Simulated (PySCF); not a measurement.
# La(NO3)3 at several levels of theory

Computed with PySCF 2.14.0 (density fitting, no spin-orbit coupling) at the geometry relaxed with PBE0:

```xyz
13
La(NO3)3 (singlet)
La    0.0000    0.0000    0.0000
O     2.2173   -0.1292    1.0642
O     2.2173    0.1291   -1.0642
N     2.9132    0.0000    0.0000
O     4.0957    0.0000    0.0000
O    -0.9968    1.9848    1.0642
O    -1.2205    1.8556   -1.0642
N    -1.4566    2.5230    0.0000
O    -2.0478    3.5470    0.0000
O    -1.2205   -1.8556    1.0642
O    -0.9968   -1.9848   -1.0642
N    -1.4566   -2.5229    0.0000
O    -2.0479   -3.5470    0.0000
```

```
    level                                              basis    state  HOMO (eV)  gap (eV)  charge on La1 (e)  population of f-type functions on La1 (polarisation alone where 4f lies in the core)  dipole about the centre of mass (D)  largest force component (eV/Å)
     PBE0  La lcecp-1-SVP with ECP46, O def2-SVP, N def2-SVP  singlet      -9.20      6.51               1.45                                                                                  0.08                                 0.00                            0.02
CAM-B3LYP                                           the same  singlet     -10.63      9.06               1.41                                                                                  0.08                                 0.00                            0.20
      PBE                                           the same  singlet      -7.25      3.73               1.21                                                                                  0.08                                 0.00                            1.78
    M06-L                                           the same  singlet      -7.78      4.35               1.58                                                                                  0.07                                 0.00                            0.76
   revPBE                                           the same  singlet      -7.18      3.77               1.25                                                                                  0.08                                 0.00                            2.11
```

In the lcecp rows the 4f levels are missing from HOMO and gap, and the state counts the valence alone.

Charges are Mulliken's, which hang on the basis. The relaxation used the grid (50, 194), these runs (75, 302) or, all-electron (x2c bases, spin-free X2C Hamiltonian), (99, 590).

(1) What does PBE0 with La lcecp-1-TZVP with ECP46, O def2-TZVP, N def2-TZVP give here?

Results:

(1) state singlet, HOMO (eV) -9.20, gap (eV) 6.56, charge on La1 (e) 1.64, population of f-type functions on La1 (polarisation alone where 4f lies in the core) 0.13, dipole about the centre of mass (D) 0.00, largest force component (eV/Å) 0.21. Time: 54 s on 4 threads of Intel(R) Xeon(R) 6975P-C (Granite Rapids) (shared host), from free ions and atoms.
